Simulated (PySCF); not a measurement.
H₂Pb₂. Atoms are numbered in the order given.

```xyz
4

Pb     0.0000    -1.4364    -0.0102
Pb     0.0000     1.4364    -0.0102
H      1.1866     0.0000     0.8353
H     -1.1866     0.0000     0.8353
```

Geometry: PBE0-D3(BJ)/def2-TZVP. The def2 effective core potentials stand for the cores of Pb; spin–orbit coupling is left out.

Computed with PySCF with PBE0/def2-TZVPD.

Symmetry labels are those of the subgroup C2v that the program uses (full group C2v).

### Question
List the valence orbital energies around the gap with their symmetry. (An estimate is asked for; the answer gives what the named calculation found.)

### Answer

| orbital | symmetry | energy (eV) |
|---|---|---|
| HOMO−7 | A2 | -22.88 |
| HOMO−6 | B2 | -22.80 |
| HOMO−5 | B2 | -22.65 |
| HOMO−4 | A1 | -15.43 |
| HOMO−3 | B2 | -11.86 |
| HOMO−2 | B1 | -8.40 |
| HOMO−1 | A1 | -7.57 |
| HOMO | A1 | -4.84 |
| LUMO | A2 | -1.88 |
| LUMO+1 | B2 | -1.80 |
| LUMO+2 | B1 | -0.26 |
| LUMO+3 | A1 | -0.26 |
